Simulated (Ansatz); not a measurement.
Geometry optimisation, Ansatz, UKS r2SCAN-D4/def2-mTZVP.

Input file:

```yaml
crystal:
  periodic: [false, false, false]
  atoms:
    - { symbol: Na, position_ang: [-2.0405, -0.27531, 1.32885] }
    - { symbol: B, position_ang: [-0.43639, -0.12524, -0.38566] }
    - { symbol: Se, position_ang: [1.42422, 0.24266, -0.40994] }
    - { symbol: H, position_ang: [-0.71142, -0.30115, -1.53466] }
    - { symbol: H, position_ang: [1.76409, 0.45905, 1.00141] }
magnetization:
  spin_polarized: true
basis:
  gaussian: { orbitals: def2-mTZVP }
hamiltonian:
  xc: r2scan
  dispersion: d4
relax:
  f_tol: 0.02
  max_steps: 50
```

Launched with:

```bash
$ ansatz run input.yaml --threads 2 --pin off --max-ram 3072MiB --backend cpu --events-out ev --progress --plain --runs-dir out
```

Where does it end, and by what steps?

The run converged. After 4 steps the energy has fallen by 0.051 eV; Na1 moved furthest, 0.10 Å.

| step | energy less start (eV) | largest force component (eV/Å) | accepted |
| --- | --- | --- | --- |
| 0 | 0.0000 | 0.528 | yes |
| 1 | -0.0469 | 0.197 | yes |
| 2 | -0.0495 | 0.067 | yes |
| 3 | -0.0505 | 0.030 | yes |
| 4 | -0.0507 | 0.017 | yes |

```xyz
5
Properties=species:S:1:pos:R:3
Na -2.075 -0.272 1.418
B -0.424 -0.129 -0.423
Se 1.463 0.250 -0.427
H -0.697 -0.304 -1.588
H 1.734 0.454 1.021
```

Whether the end is a true minimum wasn't checked by a vibrational analysis.

Run time: 28 s on 2 threads of Arm Neoverse V2, with other jobs on the host, peak memory 0.23 GiB.
